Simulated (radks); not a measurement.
Spherical quantum dot in the effective-mass picture: electrons in a hard-walled sphere of radius 1.78, with a point charge +1 (a donor) at the centre, all in effective atomic units (hartree* = m*/eps^2 hartree, bohr* = eps/m* bohr), one dielectric constant everywhere. Method: non-relativistic Kohn-Sham, LDA (Slater exchange, Perdew-Wang correlation), spin-polarised, spherical densities; computed with a radial shooting solver with Libxc functionals. Levels are named by radial order and angular momentum (1s, 1p, 1d, 2s, ...), and open shells are averaged over m. Results are scaled to m* = 0.056 and eps = 12, for which hartree* = 10.58 meV and bohr* = 11.34 nm.

N = 7, configuration 1s2 1p(up 3, down 2). This is the lowest configuration that the search found. Occupied and some empty levels:

level    occupation  eigenvalue (meV)  <r> (nm)
1s up             1            60.205     10.20
1s down           1            60.820     10.18
1p up             3            76.969     12.29
1p down           2            77.628     12.29
1d up             0            97.468     13.33
1d down           0            98.117     13.34
2s up             0            104.75     9.704
2s down           0            105.21     9.711
1f up             0            122.49     14.04
1f down           0            123.12     14.05

Energy (meV): total 297.160, kinetic 203.30, external -82.839, Hartree 225.17, exchange-correlation -48.475.

Electron density:

r (nm)  n(r) (e/nm^3)
0.993       0.0006001
2.00        0.0005383
3.01        0.0005065
4.02        0.0004957
5.03        0.0004983
6.04        0.0005072
7.05        0.0005164
8.06        0.0005204
9.06        0.0005147
10.1        0.0004958
11.1        0.0004620
12.1        0.0004134
13.1        0.0003515
14.1        0.0002809
15.1        0.0002073
16.1        0.0001376
17.1       0.00007822
18.1       0.00003427
19.2        8.330e-06
20.2        1.984e-08
